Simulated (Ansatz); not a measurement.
Abridged output of a molecular run in Ansatz:

```
Functional definition: HF
1518 factors; integrals over basis functions are off by at most 1.5e-3 eV
mean field evaluation 1: about -113027.7797 eV, gradient 4.7e1 eV
mean field evaluation 2: about -113027.8297 eV, gradient 4.7e1 eV
mean field evaluation 4: about -113032.6713 eV, gradient 5.1e0 eV
mean field evaluation 8: about -113032.7485 eV, gradient 2.0e-4 eV
mean field -113032.74853589 eV, -4153.8768923452 hartree, gradient 7.4e-6 eV, S^2 0.000000; 0 other end points of the search recorded, 0 dependent functions left out
21 core orbitals not correlated: weight in the atoms' cores, before any rotation towards them, 1.000 or more for the frozen orbitals, at most 0.000 for the correlated occupied ones
reference -113032.74853589 eV, -4153.8768923452 hartree; 25, 25 occupied and 105, 105 virtual orbitals, 1518 factors
second order -25.30130475 eV of doubles, -0.00000000 eV of singles
cycle   1  -25.22586320 eV  change    7.5e-2 eV  update   1.3e-1
cycle   2  -26.04652327 eV  change   -8.2e-1 eV  update   4.1e-2
cycle   3  -26.22686065 eV  change   -1.8e-1 eV  update   2.1e-2
cycle   4  -26.21362486 eV  change    1.3e-2 eV  update   5.1e-3
cycle   5  -26.21376855 eV  change   -1.4e-4 eV  update   2.7e-3
cycle   6  -26.21412109 eV  change   -3.5e-4 eV  update   8.2e-4
cycle   7  -26.21378745 eV  change    3.3e-4 eV  update   3.7e-4
cycle   8  -26.21380714 eV  change   -2.0e-5 eV  update   9.4e-5
cycle   9  -26.21383116 eV  change   -2.4e-5 eV  update   3.4e-5
perturbative correction -0.77021300 eV, -0.0283048058 hartree
Total energy: -113059.73258006 eV, -4154.8685376778 hartree
```

Its atoms:

```xyz
14

C    -1.152    0.665   -1.388
Ga   -0.340   -0.579   -0.103
C    -0.727   -2.463    0.261
O     0.979    0.078    0.926
Ge    1.729    1.669    1.030
H    -1.945    0.191   -1.967
H    -1.571    1.529   -0.866
H    -0.394    1.042   -2.079
H    -1.752   -2.581    0.622
H    -0.631   -3.062   -0.648
H    -0.042   -2.850    1.015
H     3.255    1.481    0.960
H     1.332    2.314    2.372
H     1.257    2.567   -0.136
```

**Question.** Which basis set was used?
A. def2-SVP
B. cc-pV(Q+d)Z
C. def2-TZVPPD
D. def2-QZVPP

**Answer.** A. It gives 151 functions.

**Question.** Write the keys of the input that set method, charge and spin (a neutral closed shell needs none for the last two).

**Answer.** 
```yaml
correlation: {method: ccsd_t}
```
